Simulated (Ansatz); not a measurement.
Ansatz (a first-principles code) input (B2PLYP/def2-TZVPD):

Ansatz 0.2 input:
```yaml
crystal:
  periodic: [false, false, false]
  atoms:
    - {symbol: C, position_ang: [3.03682374, -0.25154550, 0.60297705]}
    - {symbol: C, position_ang: [1.67618112, 0.36681161, 0.29024307]}
    - {symbol: C, position_ang: [0.83134076, -0.48763576, -0.66273923]}
    - {symbol: Si, position_ang: [-0.84162323, 0.26033639, -1.09431991]}
    - {symbol: C, position_ang: [-1.86560903, 0.59775954, 0.44999780]}
    - {symbol: C, position_ang: [-2.09550279, -0.64278199, 1.32228942]}
    - {symbol: H, position_ang: [2.92092918, -1.23356901, 1.06793334]}
    - {symbol: H, position_ang: [3.61573034, 0.37573954, 1.28417897]}
    - {symbol: H, position_ang: [3.62284434, -0.38589701, -0.30927262]}
    - {symbol: H, position_ang: [1.82110733, 1.36183085, -0.14238719]}
    - {symbol: H, position_ang: [1.12942238, 0.52314847, 1.22521502]}
    - {symbol: H, position_ang: [0.66945112, -1.47925720, -0.22608989]}
    - {symbol: H, position_ang: [1.38235639, -0.65987173, -1.59361199]}
    - {symbol: H, position_ang: [-0.63787483, 1.53275209, -1.83750439]}
    - {symbol: H, position_ang: [-1.58374374, -0.67562613, -1.98117155]}
    - {symbol: H, position_ang: [-2.82488599, 1.02201229, 0.13833212]}
    - {symbol: H, position_ang: [-1.36889921, 1.38002239, 1.03232040]}
    - {symbol: H, position_ang: [-2.71070492, -0.41332188, 2.19493679]}
    - {symbol: H, position_ang: [-1.15216257, -1.05429459, 1.68770536]}
    - {symbol: H, position_ang: [-2.60024748, -1.43402499, 0.76328576]}
basis:
  gaussian:
    orbitals: def2-TZVPD
hamiltonian:
  xc: {name: B2PLYP}
magnetization: {spin_polarized: false}
correlation: {electrons: outside_noble_gas}
```

Output:

```
Functional definition: B2PLYP
integrals: 1.47 GiB planned
2496 factors; integrals over basis functions are off by at most 7.1e-4 eV
0.57 GiB of the device are held for the grids
2.33 GiB of device memory are held for the factors and their scratch space
mean field: 3.14 GiB planned
mean field evaluation 1: about -13265.9229 eV, gradient 6.5e1 eV
mean field evaluation 2: about -13266.2030 eV, gradient 6.5e1 eV
mean field evaluation 4: about -13276.1374 eV, gradient 4.3e0 eV
mean field evaluation 8: about -13276.1846 eV, gradient 3.9e-1 eV
mean field evaluation 16: about -13276.1850 eV, gradient 8.8e-5 eV
mean field -13276.18500540 eV, -487.8908000272 hartree, gradient 6.4e-6 eV, S^2 0.000000; 0 other end points of the search recorded, 0 dependent functions left out
10 core orbitals not correlated
reference -13276.18525080 eV, -487.8908090452 hartree; 19, 19 occupied and 325, 325 virtual orbitals, 2496 factors
second order -32.53199927 eV of doubles, -0.00000000 eV of singles
Total energy: -13284.96889060 eV, -488.2136018542 hartree
```
